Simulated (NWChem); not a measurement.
System: boron oxyfluoride (BOF); SMILES O=BF

The following NWChem deck was run.

```
start job
memory heap 200 mb stack 700 mb global 900 mb
geometry units angstroms noautosym nocenter noautoz
  F      0.000000     0.000000    -1.208022
  B      0.000000     0.000000     0.086221
  O      0.000000     0.000000     1.305167
end
basis spherical
  * library def2-svp
end
dft
  xc b3lyp
  iterations 150
end
tddft
  cis
  nroots 6
  notriplet
end
task tddft energy
```

Geometry: optimised at PBE-D3(BJ)/def2-SVP. B3LYP is NWChem's, with the RPA form of VWN correlation.

Vertical excitations in the gas phase.

Q: Predict the main results of this run. (B3LYP/def2-SVP, TDA.) Quantities: lowest excitation, singlet (eV); oscillator strength of that lowest state; lowest state with f > 0.02, singlet (eV); oscillator strength of that bright state; orbital gap (eV).

A: 
* **lowest excitation, singlet (eV)**: 8.08
* **oscillator strength of that lowest state**: 0.063
* **lowest state with f > 0.02, singlet (eV)**: 8.08
* **oscillator strength of that bright state**: 0.063
* **orbital gap (eV)**: 9.45
